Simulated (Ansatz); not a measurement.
The cluster B4F2. Charge 0, multiplicity 1. Geometry PBE-D4/def2-SVP.

```xyz
6

B     0.473    0.532   -0.920
B     0.742   -0.702    0.385
B     1.750   -0.319   -0.683
B    -0.641   -0.560    1.056
F    -1.829   -0.293    1.460
F    -0.495    1.343   -1.298
```

The restricted singlet is unstable towards broken spin symmetry in Hartree–Fock (as tested in another run); at HF/def2-TZVP this wasn't settled. The restricted singlet is unstable towards broken spin symmetry at other levels; at PBE-D4/def2-TZVP, r2SCAN-D4/def2-TZVP, PBE0-D4/def2-TZVP this wasn't settled. The geometry of the singlet was relaxed on an unsound state (restricted singlet, unstable towards broken spin symmetry at other levels and untested here). Another isomer (singlet) lies 0.46 eV lower at PBE0-D4/def2-TZVP; other spin states weren't run for this one.

(1) Estimate the orbital energies around the gap (eV) in Ansatz with HF/def2-TZVP, PBE-D4/def2-TZVP, r2SCAN-D4/def2-TZVP, PBE0-D4/def2-TZVP.

Answers

(1) 
| orbital | HF/def2-TZVP | PBE-D4/def2-TZVP | r2SCAN-D4/def2-TZVP | PBE0-D4/def2-TZVP |
| --- | --- | --- | --- | --- |
| HOMO−9 | -22.88 | -15.10 | -15.81 | -17.30 |
| HOMO−8 | -21.20 | -13.66 | -14.22 | -15.76 |
| HOMO−7 | -21.05 | -13.13 | -13.68 | -15.31 |
| HOMO−6 | -21.01 | -13.13 | -13.67 | -15.31 |
| HOMO−5 | -19.27 | -11.89 | -12.44 | -13.86 |
| HOMO−4 | -19.09 | -11.57 | -12.06 | -13.61 |
| HOMO−3 | -17.38 | -11.15 | -11.67 | -13.00 |
| HOMO−2 | -11.60 | -7.41 | -7.69 | -8.63 |
| HOMO−1 | -9.21 | -6.31 | -6.48 | -7.20 |
| HOMO | -8.86 | -6.15 | -6.34 | -7.17 |
| LUMO | 0.03 | -3.91 | -3.81 | -3.16 |
| LUMO+1 | 0.80 | -3.27 | -3.10 | -2.47 |
| LUMO+2 | 2.39 | -0.95 | -0.50 | -0.04 |
| LUMO+3 | 3.33 | -0.45 | 0.12 | 0.38 |
| LUMO+4 | 4.06 | -0.04 | 0.42 | 0.95 |
| LUMO+5 | 4.09 | 0.86 | 1.49 | 1.76 |
